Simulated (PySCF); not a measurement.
W(NH)2(F)(Br) (BrFH₂N₂W), SMILES [NH]=[W](=[NH])([F])[Br], multiplicity 1.

Geometry: PBE-D3(BJ)/def2-SVP. The multiplicity is an assumed one; no other spin state was optimised. The structure was generated by enumeration; whether it is a known compound was not checked. The def2 effective core potentials stand for the cores of W; spin–orbit coupling is left out.

Level of theory: PBE-D3(BJ)/def2-SVP in PySCF.

Frequencies are harmonic and unscaled.

| mode | ν (cm⁻¹) | IR (km/mol) | moving atoms (share of kinetic energy) |
|---|---|---|---|
| 1 | 120 | 1.3 | F 59 %, Br 15 %, W 13 %, N 10 % |
| 2 | 158 | 0.1 | N 51 %, W 17 %, Br 12 %, F 11 %, H 9 % |
| 3 | 203 | 10.7 | N 41 %, Br 30 %, H 15 %, F 13 % |
| 4 | 239 | 2.7 | N 49 %, F 41 % |
| 5 | 272 | 9.8 | Br 35 %, W 25 %, N 22 %, H 10 % |
| 6 | 303 | 1.0 | N 51 %, H 24 %, W 16 %, Br 9 % |
| 7 | 411 | 285.2 | H 84 %, N 16 % |
| 8 | 585 | 147.2 | H 71 %, N 23 % |
| 9 | 598 | 0.1 | H 87 %, N 13 % |
| 10 | 669 | 130.8 | F 83 %, W 11 % |
| 11 | 709 | 51.2 | H 71 %, N 28 % |
| 12 | 964 | 91.6 | N 81 %, W 10 %, H 9 % |
| 13 | 1000 | 37.6 | N 87 % |
| 14 | 3537 | 122.1 | H 93 % |
| 15 | 3540 | 182.7 | H 92 % |
